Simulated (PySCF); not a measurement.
This script is equivalent to a calculation on F (fluorine, neutral).

```python
from pyscf import gto, scf, dft, mp, cc
import basis_set_exchange as bse
mol = gto.M(atom="F 0 0 0", charge=0, spin=1, symmetry="D2h",
            basis=gto.basis.parse(bse.get_basis("ANO-RCC-VTZP", elements=["F"], fmt="nwchem", header=False)),
            nucmod="G")
mf = dft.UKS(mol, xc="WB97X").sfx2c1e()
mf.irrep_nelec = {'Ag': (2, 2), 'B1u': (1, 1), 'B2u': (1, 1), 'B3u': (1, 0)}
mf.kernel()
```

Question: What total energy does it give?

Answer: -99.839 hartree (calculated).

Question: Which occupied shell lies highest, and where?

Answer: 2p β, at -15.122 eV.

Question: What is ⟨S²⟩, and what would a pure spin state give?

Answer: 0.752, against 0.75.
